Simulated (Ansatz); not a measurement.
C2H7BO, SMILES BOCC.

Coordinates come from a TPSSh-D3(BJ)/def2-SVP optimisation. The structure was generated by enumeration, and PubChem lists no compound with its InChIKey, so it may never have been made. One conformer was computed; it need not be the lowest.

Two levels are set side by side: PBE/def2-SVPD (Ansatz, a quantum-chemistry and plane-wave program) and PBE0/def2-SVPD (Ansatz). Energy differences of separate SCF runs at the same geometry; the states with an electron removed or added have multiplicity 2 and 2. Differences are taken from unrounded values.

```tsv
quantity	PBE
vertical ionisation energy (eV)	10.48
vertical singlet–triplet gap (eV)	5.36
```

These are the PBE values. What does PBE0 give? (Estimate from the structure and the level; the computed values follow.)


```csv
quantity,PBE0,PBE minus PBE0
vertical ionisation energy (eV),10.91,-0.43
vertical singlet–triplet gap (eV),5.68,-0.32
```
